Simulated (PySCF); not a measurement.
Vertical excitations of a molecule C2H9FSi3 from PySCF with TDA-PBE/def2-SVPD, as energy in eV (oscillator strength): 5.41 (0.007), 5.56 (0.069), 5.71 (0.014), 5.88 (0.149), 5.90 (0.023), 6.08 (0.017). Lowest triplet (TDA): 4.68 eV. The structure is a stationary point at B3LYP-D3(BJ)/def2-SVP. The values are those of a single conformer.

Q: Pick the molecule that these values belong to.
A) C=C([SiH3])[Si@@H](F)[SiH3]
B) F[Si@@H]1C[C@@H]([SiH3])[SiH2]1
C) F[C@H]1[SiH2]C[Si@@H]1[SiH3]
D) F[C@H]1C[SiH2][Si@@H]1[SiH3]

A: D, F[C@H]1C[SiH2][Si@@H]1[SiH3]
